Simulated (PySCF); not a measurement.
Compound: MoS2Cl2 (singlet state).
Z-matrix (Å and degrees, PBE0-D3(BJ)/def2-SVP geometry), rows numbered from 1:
```
Mo
S   1  2.0897
S   1  2.0871  2  107.63
Cl  1  2.2458  2  109.08  3  -117.83
Cl  1  2.2441  2  109.22  3   117.32
```

The closed-shell ground state was solved at several levels (PySCF, density fitting, gas phase). Atoms past krypton carry effective core potentials; spin–orbit coupling is left out.

```csv
level,basis functions,total energy (Eh),HOMO (eV),LUMO (eV),gap (eV),dipole (D)
wB97X-D/pcSseg-1 (def2-TZVP on Mo),136,-1785.1080,-9.70,-2.60,7.10,0.21
PBE0/pcSseg-1 (def2-TZVP on Mo),136,-1784.5280,-7.93,-4.18,3.75,0.13
```

Problem. What might wB97X-D/def2-SVPD (142 basis functions) give for the same quantities?

Solution. Total energy -1784.6345 Eh, HOMO -9.63 eV, LUMO -2.56 eV, gap 7.07 eV, dipole 0.19 D.

Problem. Over all these levels, which gives the widest orbital gap and which the narrowest?

Solution. wB97X-D/pcSseg-1 (def2-TZVP on Mo) (range-separated hybrid) has the widest, 7.10 eV, and PBE0/pcSseg-1 (def2-TZVP on Mo) (global hybrid, 25 % exact exchange) the narrowest, 3.75 eV. The two share the basis. From the narrowest to the widest the HOMO moves by -1.77 eV and the LUMO by +1.58 eV.

Problem. How far do the dipole and the HOMO energy spread over the levels?

Solution. The dipole runs from 0.13 to 0.21 D (mean 0.18 D) and the HOMO from -9.70 to -7.93 eV.

wB97X-D is run here without its empirical dispersion term; that term would change no orbital, density or response property at a fixed geometry.
